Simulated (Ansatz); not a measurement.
H12NiO6 (SMILES [OH2]->[Ni+2](<-[OH2])(<-[OH2])(<-[OH2])(<-[OH2])<-[OH2]), charge +2, triplet (typed; the unrestricted solution is spin-contaminated), geometry from GFN2-xTB (such geometries of metal compounds can be far from the true shape), with bond 19-17 at 1.25 times its length; HF/STO-3G run with Ansatz (a program for electronic structure).

Ansatz was given this input:
Ansatz 0.2 input:
```yaml
crystal:
  periodic: [false, false, false]
  atoms:
    - {symbol: Ni, position_ang: [0.00000000, 0.00000000, 0.00000000]}
    - {symbol: O, position_ang: [-0.73555251, 1.84357571, -0.77269719]}
    - {symbol: H, position_ang: [-1.57476086, 1.83984713, -1.25157783]}
    - {symbol: H, position_ang: [-0.16427131, 2.47373327, -1.23021257]}
    - {symbol: O, position_ang: [1.67199082, 0.96843923, 0.89634925]}
    - {symbol: H, position_ang: [1.59203061, 1.81726285, 1.35009576]}
    - {symbol: H, position_ang: [2.50348938, 0.99985783, 0.40519322]}
    - {symbol: O, position_ang: [1.19725022, -0.32254444, -1.73188534]}
    - {symbol: H, position_ang: [1.76736753, -1.10219817, -1.75867208]}
    - {symbol: H, position_ang: [0.84941474, -0.20927046, -2.62573128]}
    - {symbol: O, position_ang: [-1.19725022, 0.32254444, 1.73188534]}
    - {symbol: H, position_ang: [-1.76736753, 1.10219817, 1.75867208]}
    - {symbol: H, position_ang: [-0.84941474, 0.20927046, 2.62573128]}
    - {symbol: O, position_ang: [-1.67199082, -0.96843923, -0.89634925]}
    - {symbol: H, position_ang: [-1.59203061, -1.81726285, -1.35009576]}
    - {symbol: H, position_ang: [-2.50348938, -0.99985783, -0.40519322]}
    - {symbol: O, position_ang: [0.73555251, -1.84357571, 0.77269719]}
    - {symbol: H, position_ang: [0.16427131, -2.47373327, 1.23021257]}
    - {symbol: H, position_ang: [1.78456295, -1.83891499, 1.37129799]}
basis:
  gaussian:
    orbitals: STO-3G
hamiltonian:
  xc: hf
total_charge: 2
magnetization: {spin_polarized: true, initial_magnetization: 2}
scf: {lower_state_search: off}
```

It wrote (shortened):

```
Functional definition: HF
these checks for a lower state are left out or cut short: stability, starts, cluster_reference, orbital_swaps, neighbouring_geometries, increment
759 factors; integrals over basis functions are off by at most 3.8e-4 eV
mean field evaluation 1: about -52762.7750 eV, gradient 4.4e1 eV
mean field evaluation 2: about -52763.2356 eV, gradient 4.4e1 eV
mean field evaluation 4: about -52785.6695 eV, gradient 5.9e0 eV
mean field evaluation 8: about -52786.2578 eV, gradient 1.1e0 eV
mean field evaluation 16: about -52786.4244 eV, gradient 9.5e-2 eV
mean field -52786.42503419 eV, -1939.8653400824 hartree, gradient 1.8e-6 eV, S^2 3.007399; 0 other end points of the search recorded, 0 dependent functions left out
reference -52786.42503419 eV, -1939.8653400824 hartree; 44, 42 occupied and 16, 18 virtual orbitals, 759 factors
Total energy: -52786.42503419 eV, -1939.8653400824 hartree
Checks for a lower state left out: stability, starts, cluster_reference, orbital_swaps, neighbouring_geometries, increment
```
